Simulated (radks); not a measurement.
Results of a calculation; reference values are marked as such.
These are the eigenvalues of the occupied orbitals of an atom or ion with whole-number occupations (hartree). Level of theory: non-relativistic Kohn-Sham, r2SCAN, spin-polarised, spherical densities, point nucleus; meta-GGA in the generalised Kohn-Sham scheme (a radial shooting solver on a logarithmic mesh with Libxc functionals).

orbital  eigenvalue
1s up     -255.9553
1s down   -255.9546
2s up     -30.28294
2s down   -30.19021
2p up     -26.10979
2p down   -26.03987
3s up      -3.88113
3s down    -3.67560
3p up      -2.64468
3p down    -2.43908
3d up      -0.66352
4s up      -0.48497
3d down    -0.46500

Which element is it, and in what charge state? The configuration may be excited. Open shells, if any, are filled with parallel spins first.

Answer. Z = 26, iron, charge +1: Fe+ in [Ar] 3d6 4s1. The list shows which subshells hold electrons but not how many an open one holds; the 1s level, -255.96 hartree, gives Z - s = 22.6 by -(Z - s)^2/2, which with screening narrows Z to a few neighbours, and the depths of the outer levels then fix element, charge and occupations together.
